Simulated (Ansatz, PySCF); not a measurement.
# BiH5 in two programs

BiH5 (singlet), relaxed with PySCF 2.14.0, RKS PBE, Bi def2-SVP with ECP60, H def2-SVP; non-relativistic Hamiltonian with scalar-relativistic core potentials where named; density fitting; no spin-orbit coupling:

```xyz
6

Bi    0.0000    0.0000    0.0000
H     0.0000    0.0000    1.8875
H     0.0000    0.0000   -1.8875
H     1.8259    0.0000    0.0000
H    -0.9129    1.5813    0.0000
H    -0.9129   -1.5813    0.0000
```

There the HOMO–LUMO gap is 2.46 eV. 

The same geometry by Ansatz 0.2.0 (PBE, PAW, a periodic box with 9 Å of vacuum):

```tsv
spin-orbit coupling	gap (eV)	largest force component (eV/Å)
without	2.26	0.11
```

What does the run with spin-orbit coupling give?

gap (eV): 2.28, largest force component (eV/Å): 0.15. It took 14 s on 2 threads of Intel(R) Xeon(R) CPU @ 2.60GHz (Ice Lake), with other jobs on the host, peak memory 2 GiB.

The spin-orbit runs use fully relativistic datasets of their own, so changes of a few hundredths of an eV needn't come from the coupling.
